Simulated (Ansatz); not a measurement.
FH4NSiZn (`[NH2][Zn][SiH2]F`) at its PBE0-D4/def2-TZVP geometry, where that method's forces vanish. Total charge 0; spin multiplicity 1.

```tsv
atom	x (Å)	y (Å)	z (Å)
N1	-0.973	1.458	1.637
Zn2	-0.237	0.352	0.396
Si3	0.845	-1.000	-1.205
F4	-0.149	-2.175	-1.692
H5	-1.123	1.156	2.588
H6	-1.685	2.127	1.387
H7	1.252	-0.251	-2.428
H8	2.071	-1.667	-0.682
```

Q: For each bond, give half the difference of the two atoms' forces along it (eV/Å; positive pushes the atoms apart) under PBE-D4, r2SCAN-D4, B3LYP-D4, ωB97M-V in def2-TZVPP. (Best estimate.)

A: Computed: 
```tsv
bond	length (Å)	PBE-D4	r2SCAN-D4	B3LYP-D4	ωB97M-V
N1–Zn2	1.818	-0.01	-0.08	0.17	0.11
N1–H5	1.009	0.25	0.07	-0.03	-0.04
N1–H6	1.009	0.25	0.07	-0.03	-0.04
Zn2–Si3	2.358	-0.26	-0.09	-0.06	-0.11
Si3–F4	1.615	0.51	0.04	0.20	0.20
Si3–H7	1.490	0.07	0.00	-0.11	-0.15
Si3–H8	1.490	0.07	0.01	-0.11	-0.15
```

B3LYP here is the variant with VWN-RPA as its local correlation; programs differ in this.
